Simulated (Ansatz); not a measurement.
Sn26H31Br, a nanocrystal cut from the lattice of tin (1 of the caps Br), relaxed as a singlet with RKS r2SCAN-D4/def2-SVP in Ansatz, starting from a model built from a lattice or polyhedron. Force threshold 0.03 eV/Å.

In the def2 sets Sn takes a core potential; there is no spin–orbit coupling. Single mean-field runs in def2-SVP are fitted with def2-universal-jkfit.

Start:

Cartesian coordinates in Å:
```
Sn 0.553 1.802 5.021
Sn -3.300 -0.568 4.235
Sn 2.308 4.510 1.767
Sn 0.226 4.846 -2.321
Sn 4.472 0.636 2.943
Sn 0.630 -1.742 2.115
Sn 2.380 0.969 -1.133
Sn 4.512 -2.933 0.027
Sn -1.528 2.175 0.990
Sn -5.376 -0.231 0.149
Sn -3.594 2.483 -3.152
Sn -1.465 -1.420 -1.984
Sn 0.690 -5.266 -0.777
Sn -3.206 -4.096 1.314
Sn 2.451 -2.576 -4.048
Sn 0.304 1.290 -5.217
Sn 2.931 2.774 3.879
Sn -0.906 0.404 3.094
Sn -4.756 -1.941 2.253
Sn 0.861 3.134 -0.186
Sn -1.222 3.439 -4.257
Sn 3.002 -0.767 1.002
Sn -0.822 -3.155 0.180
Sn 0.916 -0.455 -3.092
Sn 3.056 -4.326 -1.910
Sn -2.967 0.742 -1.001
Br -6.769 1.706 1.020
H -0.387 3.141 5.610
H 0.962 0.775 6.330
H -2.896 -1.631 5.511
H -4.230 0.754 4.802
H 1.385 5.828 2.335
H 3.799 5.089 1.079
H 1.706 5.436 -3.002
H -0.713 6.175 -1.737
H 4.827 -0.429 4.230
H 5.949 1.237 2.235
H 1.020 -2.801 3.402
H 3.827 1.565 -1.847
H 4.921 -3.979 1.331
H 5.984 -2.306 -0.681
H -2.417 3.472 1.526
H -6.264 -1.095 -1.026
H -4.557 3.798 -2.532
H -4.510 1.612 -4.307
H -2.349 -2.263 -3.128
H 1.087 -6.337 0.524
H -0.202 -6.150 -1.995
H -2.834 -5.165 2.609
H -4.101 -4.977 0.121
H 3.922 -1.990 -4.753
H 1.524 -3.432 -5.235
H 1.776 1.881 -5.888
H -0.601 0.423 -6.408
H 3.821 3.644 5.086
H -6.214 -2.583 2.959
H -1.614 4.507 -5.554
H 4.001 -5.635 -2.509
```

(1) Estimate the energy that the relaxation releases and the steps that it takes.

(2) Does the start keep its bonding?

(3) Predict the relaxed structure.

Answers

(1) 26.1 kJ/mol, in 15 steps; 1.7 min on 11 threads of AMD EPYC 7R13 on a shared host and a whole NVIDIA H100 80GB HBM3. The force fell under the threshold at step 12, but the optimiser went on. No frequencies were taken in this run, so the end may be a saddle point.

(2) By distances, no bond broke or formed. The bond that changes most is Sn9–H42, from 1.66 to 1.72 Å (atoms count from 1).

(3) 
Cartesian coordinates in Å:
```
Sn 0.487 1.827 5.000
Sn -3.326 -0.645 4.218
Sn 2.287 4.514 1.761
Sn 0.214 4.822 -2.367
Sn 4.410 0.671 2.969
Sn 0.576 -1.700 2.085
Sn 2.352 0.948 -1.133
Sn 4.532 -2.920 0.048
Sn -1.548 2.123 0.890
Sn -5.266 -0.160 0.289
Sn -3.617 2.466 -3.209
Sn -1.411 -1.433 -1.974
Sn 0.746 -5.302 -0.810
Sn -3.220 -4.171 1.258
Sn 2.512 -2.611 -4.045
Sn 0.292 1.282 -5.250
Sn 2.871 2.814 3.908
Sn -0.994 0.425 3.065
Sn -4.768 -2.072 2.284
Sn 0.839 3.131 -0.210
Sn -1.238 3.440 -4.325
Sn 3.002 -0.764 1.004
Sn -0.833 -3.184 0.151
Sn 0.957 -0.452 -3.139
Sn 3.126 -4.330 -1.921
Sn -2.983 0.732 -1.093
Br -5.839 1.907 1.686
H -0.463 3.122 5.622
H 0.837 0.776 6.320
H -2.853 -1.720 5.482
H -4.291 0.590 4.920
H 1.371 5.869 2.303
H 3.747 5.129 1.081
H 1.667 5.444 -3.054
H -0.697 6.170 -1.802
H 4.817 -0.390 4.265
H 5.892 1.245 2.303
H 0.942 -2.761 3.403
H 3.823 1.543 -1.824
H 4.931 -3.971 1.354
H 6.016 -2.324 -0.592
H -2.484 3.467 1.431
H -6.689 -0.397 -0.659
H -4.588 3.757 -2.616
H -4.541 1.622 -4.393
H -2.306 -2.295 -3.179
H 1.090 -6.388 0.483
H -0.150 -6.186 -1.987
H -2.854 -5.275 2.530
H -4.108 -5.045 0.069
H 3.959 -2.010 -4.763
H 1.654 -3.464 -5.272
H 1.737 1.858 -5.992
H -0.578 0.406 -6.452
H 3.753 3.678 5.119
H -6.274 -2.651 2.902
H -1.606 4.496 -5.643
H 4.081 -5.652 -2.496
```
Bond lengths (bridged metal pairs left out): 36 × Sn–Sn 2.80 to 2.82 Å; 1 × Br–Sn 2.56 Å; 31 × H–Sn 1.72 to 1.73 Å.
